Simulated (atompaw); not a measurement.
**Scattering properties, PAW (atompaw) potential for Se (Z = 34)**

```
Element                 : selenium (Se)
Generator               : atompaw 4.2.0.5
Type                    : PAW
Functional              : PBEsol
Relativity              : scalar-relativistic
Frozen core             : [Ar] 3d10
Valence charge          : 6
Reference configuration : 4s2 4p4
Partial waves           : 4s (bound): rc 1.70 bohr; 4s channel at 0.05 Ry: rc 1.70 bohr; 4p (bound): rc 1.45 bohr; 4p channel at 0.6 Ry: rc 1.70 bohr; 4d channel at 0.4 Ry: rc 1.70 bohr; 4d channel at 1.35 Ry: rc 1.70 bohr
Local potential         : bessel scheme, radius 1.35 bohr
Core correction         : smooth core density matched at 1.30 bohr
Augmentation charge     : gaussian compensation charge, radius 1.60 bohr; PAW radius 1.70 bohr; waves and projectors: custom polynom gramschmidtortho
```

The phase is arctan(r·u′/u) with u = r·R(r), unwrapped; energies in Ry, scanned from -3 to 5 Ry. A pole is an energy at which the radial function vanishes at the test radius. The pseudo phase is shifted by a multiple of π to meet the all-electron one at the reference energy, and phase errors are pseudo minus all-electron; the curves can meet again beyond the range given. Levels narrower than the energy grid can be missing from the lists of poles.

```json
{"channel": "s", "radius (bohr)": "1.70", "reference energy (Ry)": "-1.27", "poles, all-electron": "3.03", "poles, pseudo": "3.02", "unbroken range about the reference energy with phases within 0.05 rad": "the whole range", "phase error 1 Ry above the reference energy (rad)": "+0.000"}
{"channel": "p", "radius (bohr)": "1.70", "reference energy (Ry)": "-0.48", "poles, all-electron": "4.94", "poles, pseudo": "4.73", "unbroken range about the reference energy with phases within 0.05 rad": "the whole range", "phase error 1 Ry above the reference energy (rad)": "-0.000"}
{"channel": "d", "radius (bohr)": "1.70", "reference energy (Ry)": "0.40", "poles, all-electron": "none", "poles, pseudo": "-1.77", "unbroken range about the reference energy with phases within 0.05 rad": "above -1.6", "phase error 1 Ry above the reference energy (rad)": "+0.000"}
```

Note: ghost state, extra bound levels that the all-electron valence spectrum of the same l lacks: d at -24.6 eV. A true bound ghost makes a file unfit for plane-wave use.

Phases in the s channel:

```
E (Ry)  all-electron  pseudo
 -3.00         0.884   0.884
 -2.76         0.799   0.799
 -2.52         0.689   0.689
 -2.28         0.545   0.545
 -2.04         0.358   0.358
 -1.80         0.125   0.125
 -1.56        -0.142  -0.142
 -1.32        -0.410  -0.410
 -1.08        -0.645  -0.645
 -0.84        -0.833  -0.833
 -0.60        -0.979  -0.979
 -0.36        -1.091  -1.091
 -0.12        -1.177  -1.177
  0.12        -1.245  -1.245
  0.36        -1.300  -1.300
  0.60        -1.345  -1.345
  0.84        -1.383  -1.383
  1.08        -1.415  -1.415
  1.32        -1.443  -1.443
  1.56        -1.467  -1.467
  1.80        -1.489  -1.489
  2.04        -1.508  -1.508
  2.28        -1.525  -1.525
  2.52        -1.541  -1.541
  2.76        -1.555  -1.556
  3.00        -1.569  -1.570
  3.24        -1.582  -1.583
  3.48        -1.594  -1.595
  3.72        -1.605  -1.607
  3.96        -1.616  -1.618
  4.20        -1.627  -1.629
  4.44        -1.637  -1.641
  4.68        -1.648  -1.652
  4.92        -1.658  -1.663
```
